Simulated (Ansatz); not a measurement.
Born–Oppenheimer molecular dynamics of CH7BrGe (10 atoms, charge 0, multiplicity 1). It starts at the highest image of a converged band. Of that band: A vibrational analysis at the climbing image gives one clearly imaginary mode, 1021i cm⁻¹, and a faint second one (27i cm⁻¹) that may be numerical noise or a soft torsion: probably a first-order saddle point.

Method: RKS BLYP-D4/def2-SVP (Ansatz).

```yaml
ensemble: NVE (velocity Verlet)
time_step: 0.5 fs
steps_asked: 200
starting_velocities_drawn_for: 300 K
seed: 5232
```

First frame:

```xyz
10
Properties=species:S:1:pos:R:3
Ge -0.318 -0.750 -0.026
Br 2.554 -0.373 -0.411
H -0.128 -1.816 -1.132
H -1.408 -1.296 0.961
C -0.652 1.130 -0.484
H 1.426 -0.594 1.119
H 0.689 -0.724 1.657
H -1.702 1.219 -0.832
H -0.515 1.754 0.418
H 0.053 1.449 -1.270
```

Q: How far do the bonds stretch over the last three quarters of this one trajectory? (Pairs bonded in most of those frames.)

A: 
```json
{"bond": "Ge1–H3", "mean (Å)": "1.548", "spread (Å)": "0.027", "shortest": "1.51", "longest": "1.60"}
{"bond": "Ge1–H4", "mean (Å)": "1.568", "spread (Å)": "0.013", "shortest": "1.55", "longest": "1.61"}
{"bond": "Ge1–C5", "mean (Å)": "2.003", "spread (Å)": "0.038", "shortest": "1.94", "longest": "2.05"}
{"bond": "Ge1–H7", "mean (Å)": "1.604", "spread (Å)": "0.119", "shortest": "1.41", "longest": "1.76"}
{"bond": "Br2–H6", "mean (Å)": "1.468", "spread (Å)": "0.080", "shortest": "1.34", "longest": "1.59"}
{"bond": "C5–H8", "mean (Å)": "1.110", "spread (Å)": "0.016", "shortest": "1.08", "longest": "1.14"}
{"bond": "C5–H9", "mean (Å)": "1.111", "spread (Å)": "0.028", "shortest": "1.07", "longest": "1.16"}
{"bond": "C5–H10", "mean (Å)": "1.109", "spread (Å)": "0.007", "shortest": "1.10", "longest": "1.12"}
```

Mean temperature of the second half: 1269 K. The conserved energy stayed within 0.22 meV per atom of its start (net change -0.022 meV per atom), so the integration is sound. The system heated up, since it started high on the potential surface and ran downhill. A run of 0.1 ps of so small a system gives no equilibrium averages. The orbitals stay closed-shell, which can raise the energy where a bond breaks towards radicals; this wasn't checked here.

Time of the run: 7.5 min on 2 threads of Arm Neoverse V1 (shared host), peak memory 0.16 GiB.
